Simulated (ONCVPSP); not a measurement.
**Building the ONCV potential for Sb (LDA (Perdew-Wang 92), scalar-relativistic).**

antimony (Sb), optimised norm-conserving Vanderbilt (ONCV), made with ONCVPSP 4.0.1 (LDA (Perdew-Wang 92), scalar-relativistic). Core [Ar] 3d10, reference 4s2 4p6 4d10 5s2 5p3. Waves: 4s+5s: rc 1.50 bohr, ncon 4, nbas 9, qcut 10.1 1/bohr, 2 projectors; 4p+5p: rc 1.55 bohr, ncon 4, nbas 9, qcut 7.8 1/bohr, 3 projectors, debl 1 Ha; 4d: rc 1.15 bohr, ncon 3, nbas 8, qcut 11.1 1/bohr, 3 projectors, debl 1 Ha; f scattering state at 0.36 Ha: rc 1.50 bohr, ncon 3, nbas 7, qcut 6.9 1/bohr, 2 projectors, debl 0.4 Ha. Local part: polynomial inside 0.85 bohr (lpopt 5, dvloc0 0 Ha). Core correction: none.

In the d channel the program set the typed energies aside and used -1.233, 0.250, 1.250 Ha.

All-electron outer shells of the reference configuration (LDA (PZ), scalar-relativistic, ld1.x):

```tsv
shell	level (eV)	outermost node (bohr)	outermost maximum (bohr)
3p	-749.96	0.13	0.30
3d	-516.13	–	0.24
4s	-148.49	0.39	0.73
4p	-101.60	0.39	0.76
4d	-33.55	0.38	0.84
5s	-13.09	0.95	1.88
5p	-5.00	1.04	2.32
```

Calculated quality:

```
Cutoffs needed           : 47 Ha and 54 Ha (the cutoffs (Ha) at which the residual kinetic energy of the hardest occupied pseudo-wave falls to 1 and 0.1 mHa per electron)
Ghost test               : no bound ghost flagged; GHOST(+) flagged for s at 147.3 eV
Largest excitation error : -102 meV (all-electron minus pseudo) for 4s2 4p5 4d10 5s2 5p3, out of 4 test configurations
```

Generation and tests took about 7.8 s on one core of a shared server CPU.
